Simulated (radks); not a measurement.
Values are calculated unless marked as measured or tabulated.
Ionisation of K3+, [Ne] 3s2 3p4, to K4+, [Ne] 3s2 3p3, under several functionals. Non-relativistic Kohn-Sham, spin-polarised, spherical densities, point nucleus; open shells are filled with parallel spins first; a radial shooting solver on a logarithmic mesh with Libxc functionals.

functional                                      E(K3+) (hartree)  Exc (hartree)  IE (eV)  -e(HOMO) (eV)  <r> HOMO (bohr)  IE error (eV)
exchange-only r2SCAN                                  -596.23025      -31.59019   58.745         51.693            1.312         -2.172
Tao-Mo meta-GGA                                       -596.75696      -32.11582   60.467         53.024            1.305         -0.450
r2SCAN                                                -596.86454      -32.23374   60.251         53.039            1.306         -0.666
OLYP                                                  -596.96996      -32.35374   60.508         53.063            1.307         -0.409
HCTH/407                                              -597.00579      -32.40308   60.711         53.324            1.309         -0.206
BP86                                                  -596.96382      -32.32686   60.869         53.296            1.301         -0.048
BLYP                                                  -596.93126      -32.28979   60.696         53.052            1.305         -0.221
TASK exchange with Perdew-Wang LDA correlation        -596.63464      -31.99645   60.328         53.363            1.308         -0.589

NIST Atomic Spectra Database: 60.92 eV (semi-empirical). Closest: BP86. The Delta-SCF values span 2.12 eV, the total energies 0.78 hartree. The highest occupied level is 3p. Open shells are spherical and high-spin; term and fine-structure splittings are not resolved.
